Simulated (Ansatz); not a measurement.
Reaction (ligand exchange at the Al–Cl bond): `[Cl][Al]([Cl])[SeH]` + H–F → `[F][Al]([Cl])[SeH]` + HCl

Computed with Ansatz on PBE0-D4/def2-TZVP structures; ΔE is electronic, products minus reactants. CCSD(T)/CBS adds triple-zeta CCSD(T) − MP2 to the extrapolated MP2 energy (def2 sets, frozen cores). This one scheme is used for every species. Functionals use def2-TZVPP. For Se outer-core shells are correlated without core-valence functions, which leaves a few kJ/mol of doubt a bond. Scalar relativity is left out up to krypton. One conformer a species, not always the lowest.

`[Cl][Al]([Cl])[SeH]`:

```xyz
5

Cl    0.872   -1.519   -1.294
Al    0.506   -0.151    0.230
Cl    1.902    0.097    1.750
Se   -1.411    1.101    0.281
H    -1.869    0.472   -0.966
```

H–F:

Z-matrix (Å, degrees):
```
F
H 1 0.920
```

`[F][Al]([Cl])[SeH]`:

Z-matrix (Å, degrees):
```
Al
F 1 1.639
Se 1 2.288 2 120.1
Cl 1 2.075 2 119.3 3 180.0
H 3 1.471 1 90.0 2 0.0
```

HCl:

```xyz
2

Cl   -0.314   -0.071    0.552
H     0.314    0.071   -0.552
```

```json
{"level": "r2SCAN0", "ΔE (kcal/mol)": "-4.4"}
{"level": "LC-ωPBE", "ΔE (kcal/mol)": "-5.5"}
{"level": "HF/CBS(def2)", "ΔE (kcal/mol)": "-6.5"}
{"level": "CCSD/CBS(def2)", "ΔE (kcal/mol)": "-4.7"}
```

Problem. What does CCSD(T)/CBS give? (Estimate.)

Solution. Ansatz gave: -4.3 kcal/mol. The listed levels differ from it by -0.1, -1.2, -2.2, -0.4 kcal/mol.

Problem. What do rigid-rotor, harmonic-oscillator terms from PBE0-D4/def2-TZVP frequencies (298.15 K, 1 bar) make of the CCSD(T)/CBS value? (An estimate is asked.)

Solution. Computed: ΔZPE = -1.1 kcal/mol, ΔH = -5.6 kcal/mol, ΔS = 2 J/(mol·K), ΔG = -5.7 kcal/mol.

Largest T1 diagnostic among the species: 0.010.

From BLYP to BHLYP (50 % exact exchange), in def2-TZVPP and without D4, ΔE moves by +1.4 kcal/mol. The D4 term adds +1.3 kcal/mol with B3LYP and +0.7 kcal/mol with PBE0; it sums over pairs of atoms, weighted by their polarisabilities, and B3LYP, whose exchange is more repulsive, gets the larger term.

B3LYP here is the variant with VWN-RPA as its local correlation; programs differ in this.
